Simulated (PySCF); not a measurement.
## Calculated data, H$_{3}$NOSi$_{2}$

Calculation on a computer-drawn molecule: optimised geometry and harmonic frequencies of an isolated molecule of the commonest isotopes, restricted reference for singlets and unrestricted otherwise, frozen core in MP2. Program: PySCF 2.14.0.

Entry: H$_{3}$NOSi$_{2}$

Start structure:
```xyz
7
H3NOSi2
N      0.4395     0.4904     0.5504
Si     0.5008    -0.8541    -0.2414
O     -0.8448    -1.5859    -0.7564
Si    -2.4914    -1.8050    -0.5526
H      1.2370     0.9949     0.8859
H      1.6368    -1.6721    -0.6790
H     -2.5005    -1.9194     0.9670
```

Here we set charge 0, multiplicity 1, method MP2 and basis cc-pV(D+d)Z.

Drawn bonds:
| atom | other atom | order |
| --- | --- | --- |
| 1 | 2 | 2 |
| 2 | 3 | 1 |
| 3 | 4 | 1 |
| 1 | 5 | 1 |
| 2 | 6 | 1 |
| 4 | 7 | 1 |

Questions
1. Estimate the total energy of H$_{3}$NOSi$_{2}$.
2. Estimate the rotational constants of H$_{3}$NOSi$_{2}$.

Calculated values
1. -709.4583 hartree
2. 13.78, 2.52, 2.177 GHz

Further results for H$_{3}$NOSi$_{2}$:

| Item | Value |
| --- | --- |
| convergence status largest gradient component | 5.149e-06 hartree/bohr |

Optimised structure:
```xyz
7
H3NOSi2
N      0.3049     0.4779     0.5693
Si     0.4839    -0.8803    -0.2660
O     -0.8390    -1.6139    -0.9299
Si    -2.4700    -1.8318    -0.5038
H      1.1525     0.9060     0.9534
H      1.6510    -1.6931    -0.6620
H     -2.3060    -1.7160     1.0130
```

Modes:
| frequency (cm⁻¹) | reduced mass (dalton) |
| --- | --- |
| 80.49 | 6.097 |
| 117.8 | 3.759 |
| 187.4 | 1.179 |
| 369.8 | 4.66 |
| 534.8 | 1.356 |
| 595.9 | 1.766 |
| 617.8 | 2.208 |
| 635.4 | 1.292 |
| 875.1 | 1.404 |
| 905.6 | 1.13 |
| 981.7 | 4.758 |
| 1144 | 6.361 |
| 2052 | 1.044 |
| 2312 | 1.045 |
| 3594 | 1.077 |
